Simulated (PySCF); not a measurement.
## Bismuth: a sound run and one with changed settings

Sound run: Bi²⁺ [Xe] 4f14 5d10 6s2 6p1, Bi³⁺ [Xe] 4f14 5d10 6s2. All numbers are calculated (PySCF 2.14, scalar relativity through the core potential, in cc-pVTZ-PP with ECP60MDF (5s4p3d1f, 39 functions)). In the sound run the correlated levels freeze 5s2 5p6 5d10 outside the core potential. The sound run starts from symmetry-adapted Hartree-Fock orbitals and uses a fine grid where one is needed.

Changed run: initial guess 1e, at most 50 SCF cycles.

| species | method | sound run (hartree) | changed run (hartree) | converged |
| --- | --- | --- | --- | --- |
| Bi²⁺ | UHF | -212.72867 | -212.72867 | yes |
| Bi²⁺ | TPSS | -213.65299 | -213.65299 | yes |
| Bi²⁺ | CCSD(T) | -212.76527 | -212.76527 | yes |
| Bi³⁺ | B3LYP | -212.91449 | -212.91449 | yes |
| Bi³⁺ | MP2 | -211.90343 | -211.90343 | yes |

Here the plain start reaches the same solutions.
